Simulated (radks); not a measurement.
Values are calculated unless marked as measured or tabulated.
Problem. Code: a radial shooting solver on a logarithmic mesh with Libxc functionals. Model: non-relativistic Kohn-Sham, LB94 model potential, spin-unpolarised, spherical densities, point nucleus. Response by self-consistent Sternheimer equations with the Hartree and adiabatic LDA kernel. For heavy and open-shell atoms this level of theory can miss by tens of per cent. Rank Rh+, I3+, Si+, Cd+, Tc+, I2+, I+, K2+, Al3+, Al+ (NIST ground configurations) by static dipole polarisability, largest first.

Solution. Tc+ 31.02, Al+ 21.67, I+ 20.12, Cd+ 19.03, Si+ 18.07, I2+ 13.96, Rh+ 11.49, I3+ 10.24, K2+ 4.065, Al3+ 0.2790 bohr^3.
